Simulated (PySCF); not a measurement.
Molecule: SMILES C[Si](O)(O)[SiH2]B(O)O, singlet. Atoms near the plane z = 0.0 Å, at the GFN2-xTB optimised geometry (x, y, z in Å): Si1 (-0.2, -1.0, 0.0), C2 (1.7, -1.0, 0.0), Si5 (-1.3, 1.0, 0.0), H9 (2.1, -2.0, 0.0), H10 (2.1, -0.5, -0.9), H11 (2.1, -0.5, 0.9), H14 (-0.3, 2.1, -0.3).

Computed with PySCF 2.14.0 with B3LYP/def2-SVP. Cells within 0.4 Å of a nucleus heavier than hydrogen are left out (blank, or x). The values are rescaled to run from 0 to 1.

```
|00000000000000000000000000000|
|00000000000000000000000000000|
|00000000000000000000000000000|
|00000000000145641000000000000|
|00000000001489997100000000000|
|00000000013799999600000000000|
|00000000015999999820000000000|
|00000001226999999820000000000|
|00000012323899999610000000000|
|00000134200079997200000000000|
|0000013506xx07862000000000000|
|000002440xxx04420000000000000|
|0000013401x217620000000000000|
|00000123211399841001110000000|
|00000012368999853333442100000|
|00000001269971126755664200000|
|0000000013640x70797x165200000|
|0000000001203xx2695xx34200000|
|0000000000101xx0797xx66310000|
|00000000001100006878999720000|
|00000000000121112469999961000|
|00000000000011110159999982000|
|00000000000000000039999972000|
|00000000000000000017999950000|
|00000000000000000003787410000|
|00000000000000000000111000000|
|00000000000000000000000000000|
|00000000000000000000000000000|
|00000000000000000000000000000|
```
Scale: ten equal steps from 0.000 (start of '0') to 1.00 (end of '9'), in the order '0123456789'; x runs from -4.50 to 4.50, y from -4.50 (bottom) to 4.50 (top).

### Question
Which quantity is mapped?
(A) an orbital amplitude
(B) log10 of the electron density
(C) electron localisation function
(D) electrostatic potential

### Answer
C, electron localisation function
